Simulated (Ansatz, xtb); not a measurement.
Ranking isomers of C4H10Sn

7 gas-phase structures of C4H10Sn, found in a search over its isomers (lower ones may exist). Each was relaxed with GFN2-xTB; where two conformers were screened, the lower at r2SCAN-D4/def2-SVP is listed:

A. `CC[CH2][Sn][CH3]`, a singlet
B. `C[CH2][Sn][CH2]C`, a singlet
C. `CC[C@H](C)[SnH]`, a singlet
D. `CC(C)[CH2][SnH]`, a singlet
E. `CCC[CH2][SnH]`, a singlet
F. `[CH3][Sn][CH](C)C`, a singlet
G. `C[C](C)(C)[SnH]`, a singlet

Which do you expect lowest at r2SCAN-D4/def2-SVP, and how would the others follow?

Calculated order at r2SCAN-D4/def2-SVP: A (0.0), F (1.8), D (4.0), B (4.2), E (4.5), C (5.0), G (5.3) kcal/mol. Less than 1 kcal/mol parts D and B; B and E; E and C; C and G, so the order within those pairs means little.

Energies above the lowest of each column, in kcal/mol; the last columns are at PBE0-D3(BJ)/def2-SVP geometries and were run for some of them only (a dash: not run or not comparable):

| structure | GFN2-xTB | HF/STO-3G | r2SCAN-D4/def2-SVP | PBE0-D3(BJ)/def2-SVP | CCSD(T)/def2-SVP + ΔMP2/def2-TZVPP |
| --- | --- | --- | --- | --- | --- |
| A | 11.2 | 0.0 | 0.0 | 0.0 | 0.0 |
| F | 13.7 | 2.1 | 1.8 | 1.6 | 1.4 |
| D | 0.0 | 12.6 | 4.0 | 2.9 | – |
| B | 16.7 | 3.3 | 4.2 | – | – |
| E | 1.7 | 10.4 | 4.5 | – | – |
| C | 3.1 | 13.7 | 5.0 | – | – |
| G | 2.9 | 15.9 | 5.3 | – | – |

CCSD(T)/def2-SVP + ΔMP2/def2-TZVPP puts A lowest of those it was run on; GFN2-xTB picks D. Flexible structures stand in one conformer each, not always the lowest. Frequencies (PBE0-D3(BJ)/def2-SVP) were run for A, F alone. Atoms past krypton carry core potentials in the def2 sets, without spin–orbit terms. ΔMP2 is the change of the MP2 energy from the smaller to the larger basis.

Over these structures GFN2-xTB departs from r2SCAN-D4/def2-SVP by 7.2 kcal/mol on average once a common shift is removed. A GFN2-xTB relaxation took about 0.083 s and the r2SCAN-D4/def2-SVP energy about 2.8 s on a shared host (Ansatz 0.2.0, xtb 6.7.1).
